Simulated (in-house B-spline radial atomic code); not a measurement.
The numbers below are computed, except where a source is named.
# Stopping of slow ions oscillates with Z: Mg to V at r_s = 4

A nucleus sits in a uniform electron gas with a rigid positive background. The Kohn-Sham equations are solved self-consistently in the spin-unpolarised LDA (PW92), non-relativistic, on B-splines with outgoing waves at the boundary and partial waves to l = 8. The model has no lattice, no bands and no magnetic solution. Atomic units; δ_l are the phase shifts at the Fermi level, counted so that each bound state adds π, and good to about 0.0005. A narrow, partly filled d or f resonance in a thin gas would split by spin, so such rows rest on a solution that is probably unstable.

The density parameter is r_s = 4 bohr. The friction coefficient Q = n k_F σ_tr gives dE/dx = Q v for slow ions.

```
ion   δ0/π   δ1/π    δ2/π    δ3/π  σ_tr (bohr²)  Q (a.u.)
 Mg  2.317  1.221   0.005  -0.001         47.78    0.0855
 Al  2.435  1.359  -0.002  -0.001         92.62    0.1658
 Si  2.509  1.507  -0.006   0.000        109.06    0.1952
  P  2.565  1.650  -0.004   0.001         89.36    0.1599
  S  2.630  1.776   0.006   0.002         58.37    0.1045
 Cl  2.730  1.882   0.023   0.002         32.31    0.0578
 Ar  2.867  1.977   0.041   0.000         13.30    0.0238
  K  3.016  2.066   0.062  -0.003          7.95    0.0142
 Ca  3.114  2.113   0.120  -0.007         24.72    0.0442
 Sc  3.142  2.093   0.228  -0.009         95.39    0.1707
 Ti  3.156  2.069   0.340  -0.009        195.89    0.3506
  V  3.167  2.049   0.449  -0.008        266.84    0.4776
```

**Question.** Where are the largest and smallest frictions, and what do the phase shifts say there?

**Answer.** Largest: V, Q = 0.4776; smallest: K, Q = 0.0142, a ratio of 33.6. For the largest δ2/π = 0.45; it lies at the edge of the table, which can't show whether it is a peak. For the smallest the differences δ_l − δ_(l+1), measured from the nearest multiple of π, are 0.05π, 0.00π, 0.06π; σ_tr grows with the sines of these.

**Question.** At equal speed, Lindhard and Scharff's formula, with silicon as an example target, scales as Z^(7/6)/(Z^(2/3) + 14^(2/3))^(3/2). How does its rise from the first ion to the last compare?

**Answer.** It rises smoothly by 0.7487/0.4943 = 1.51, while Q changes by 0.478/0.086 = 5.58. The statistical formula averages over shells, so it can't show the oscillation.
